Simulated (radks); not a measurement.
Values are calculated unless marked as measured or tabulated.
Problem. Rh2+, 43 electrons, occupied as [Kr] 4d6.5 5d0.5 (fractional occupations, a model configuration). Level of theory: scalar-relativistic Kohn-Sham, MS2 meta-GGA, spin-polarised, spherical densities, finite nucleus; open shells are filled with parallel spins first (spin-orbit coupling, left out, can overturn this in heavy ions); meta-GGA in the generalised Kohn-Sham scheme; Fermi nuclear charge, rms radius 4.4945 fm (a radial shooting solver on a logarithmic mesh with Libxc functionals). Some entries of the table are withheld. Estimate them.

| orbital | occ. | eigenvalue (hartree) | <r^2> (bohr^2) | <1/r> (bohr^-1) |
|---|---|---|---|---|
| 1s up | 1 | -848.5975 | 0.001437 | 47.07 |
| 1s down | 1 | -848.5969 | 0.001437 | 47.07 |
| 2s up | 1 | -124.0761 | 0.02369 | 10.67 |
| 2s down | 1 | -124.0604 | 0.02368 | 10.67 |
| 2p up | 3 | -111.1204 | 0.01869 | 10.32 |
| 2p down | 3 | -111.1067 | 0.01869 | 10.32 |
| 3s up | 1 | -23.10557 | 0.1735 | 3.720 |
| 3s down | 1 | -23.10162 | 0.1734 | 3.720 |
| 3p up | 3 | -18.81238 | 0.1766 | 3.536 |
| 3p down | 3 | -18.80309 | 0.1765 | 3.535 |
| 3d up | 5 | -12.01779 | 0.1641 | 3.305 |
| 3d down | 5 | -11.99587 | 0.1639 | 3.304 |
| 4s up | 1 | -4.06600 | 1.085 | 1.391 |
| 4s down | 1 | -3.95595 | 1.077 | 1.398 |
| 4p up | 3 | -2.85448 | 1.311 | (1) |
| 4p down | 3 | -2.73699 | 1.306 | (2) |
| 4d up | 5 | -1.12193 | 2.312 | 0.9485 |
| 4d down | 1.5 | -1.00376 | 2.407 | 0.9395 |
| 5s up | 0 | -0.80409 | 7.645 | 0.4921 |
| 5s down | 0 | -0.74246 | 7.971 | 0.4775 |
| 5p up | 0 | -0.57583 | 11.16 | 0.4034 |
| 5p down | 0 | -0.52551 | 11.47 | 0.3938 |
| 5d up | 0.5 | -0.31448 | 25.30 | 0.2663 |

Solution. 
(1) 4p up <1/r> (bohr^-1): 1.253
(2) 4p down <1/r> (bohr^-1): 1.259
